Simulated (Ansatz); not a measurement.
Frontier orbitals of C$_{3}$H$_{12}$BNSi (`BN([SiH3])C(C)C`).

Charge 0, multiplicity 1. The geometry is a stationary point of PBE0-D4/def2-TZVP. It is one conformer, not always the lowest. Basis def2-TZVPP, the Gaussian-basis code of Ansatz.

Orbital energies of one run (eV). Highest occupied ones, from the top: -9.22, -10.04, -10.75, -11.26, -11.31, -11.69, -12.17, -12.51, -12.56, -13.70, -13.82, -14.71, -15.25, -17.34. Empty: 0.92, 1.40, 2.08, 2.27, 2.57, 2.76.

Q: Which functional gave them?
A. CAM-B3LYP
B. r2SCAN
C. ωB97X-V
D. r2SCAN0

A: A. HOMO energies: CAM-B3LYP -9.22, ωB97X-V -10.23, r2SCAN -6.87, r2SCAN0 -8.03 eV.
